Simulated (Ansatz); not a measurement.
Reactions of `CC(C)[O][Al]([CH3])[F]`.

Gas-phase electronic energies from Ansatz, PBE0-D4/def2-TZVP geometries. CCSD(T)/CBS is the MP2 limit (def2-TZVPP, def2-QZVPP) plus CCSD(T) − MP2 in def2-TZVPP, frozen cores. This one scheme is used for every species. DFT in def2-TZVPP. B3LYP here is the variant with VWN-RPA as its local correlation; programs differ in this. def2 core potentials past Kr. For Ge, In, Te, Zr outer-core shells are correlated without core-valence functions, which leaves a few kJ/mol of doubt a bond. Scalar relativity is left out up to krypton. One conformer a species, not always the lowest.

```tsv
reaction	B3LYP-D4 (kJ/mol)	ωB97X-V (kJ/mol)	MP2/CBS(def2) (kJ/mol)	CCSD(T)/CBS(def2) (kJ/mol)
`CC(C)[O][Al]([CH3])[F]` + `C[O][Zr]([NH2])([Cl])[O]C` → `C[O][Zr]([Cl])([NH]C(C)C)[O]C` + `[CH3][Al]([OH])[F]`	-12	-12	-28	-22
`CC(C)[O][Al]([CH3])[F]` + `[OH][AlH2]` → `CC(C)[O][AlH2]` + `[CH3][Al]([OH])[F]`	2	2	1	1
`CC(C)[O][Al]([CH3])[F]` + `[Cl][InH2]` → `CC(C)[O][Al]([F])[Cl]` + `[CH3][InH2]`	9	7	0	3
`CC(C)[O][Al]([CH3])[F]` + `[GeH3][TeH]` → `[CH3][GeH2][TeH]` + `CC(C)[O][AlH][F]`	15	13	7	10
`CC(C)[O][Al]([CH3])[F]` + `CCCC(=O)O` → `CCCC(=O)OC` + `CC(C)[O][AlH][F]`	85	82	95	89
`CC(C)[O][Al]([CH3])[F]` + `OB(F)F` → `[CH3][Al]([F])[F]` + `CC(C)OB(O)F`	-37	-39	-43	-42
`CC(C)[O][Al]([CH3])[F]` + `FC(F)(F)C1=CC(C(F)(F)F)=[O+][Al-]([F])([Cl])[O]1` → `[CH3][Al-]1([F])[O]C(C(F)(F)F)=CC(C(F)(F)F)=[O+]1` + `CC(C)[O][Al]([F])[Cl]`	3	3	2	2
```

Largest T1 diagnostic: 0.016, for `C[O][Zr]([NH2])([Cl])[O]C`.
